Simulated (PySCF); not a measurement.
CH₄CdOSe. Atoms are numbered in the order given.

```xyz
8

Cd     0.2001    -0.0853    -0.3917
O      0.9670    -0.6649    -2.1306
C      0.7607    -1.9295    -2.6947
H     -0.3044    -2.1525    -2.9169
H      1.3013    -1.9823    -3.6597
H      1.1433    -2.7658    -2.0720
Se    -0.6517     0.7831     1.7517
H     -1.8894     1.2659     1.1039
```
Charge 0, spin multiplicity 1.

Geometry: B3LYP-D3(BJ)/def2-SVP. The def2 effective core potentials stand for the cores of Cd; spin–orbit coupling is left out. The values are those of a single conformer.

Computed with CAM-B3LYP/def2-TZVP (PySCF).

ESP charges are fitted to the potential on shells at 1.4 to 2.0 van der Waals radii. Atomic charges (e):

| atom | Löwdin | ESP fit |
|---|---|---|
| Cd1 | 0.59 | 0.69 |
| O2 | -0.28 | -0.53 |
| C3 | -0.45 | 0.01 |
| H4 | 0.09 | 0.02 |
| H5 | 0.10 | 0.05 |
| H6 | 0.09 | 0.04 |
| Se7 | -0.20 | -0.38 |
| H8 | 0.04 | 0.10 |
